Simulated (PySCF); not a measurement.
Ti(Cl)3(NH2) anion (Cl₃H₂NTi), SMILES [NH2][Ti]([Cl])([Cl])[Cl] (connectivity only; charge and spin as stated), charge -1, multiplicity 2. Atoms are numbered in the order given.

```xyz
7

Ti    -0.0099     0.2162     0.0000
Cl     1.1434    -0.4740    -1.9152
Cl     1.1434    -0.4740     1.9152
Cl    -2.2357    -0.5264     0.0000
N     -0.0564     2.1274     0.0000
H     -0.1280     2.7083    -0.8322
H     -0.1280     2.7083     0.8322
```
Charge -1, spin multiplicity 2.

Coordinates come from a B3LYP-D3(BJ)/def2-SVPD optimisation. The multiplicity is an assumed one; no other spin state was optimised. The isomer is the one that the SMILES or the coordinates give; other isomers of the formula were not compared. Other conformers were not sampled.

Calculation: PySCF with PBE/def2-SVPD.

The molecule is in vacuum. A positive occupied level means that this level leaves the electron formally unbound; only the finite basis holds it.

- total energy = -2284.94633 hartree
- point group = Cs
- α spin, highest occupied and lowest empty level = 0.71 and 1.15 eV
- β spin, highest occupied and lowest empty level = -2.15 and 1.63 eV
- dipole moment about the centre of nuclear charge = 2.54 D
- mean static polarisability = 109.4 bohr³ (16.21 Å³)
- polarisability, principal values = 103.9, 112.1, 112.1 bohr³
- ⟨S²⟩ = 0.755 (pure state 0.75)
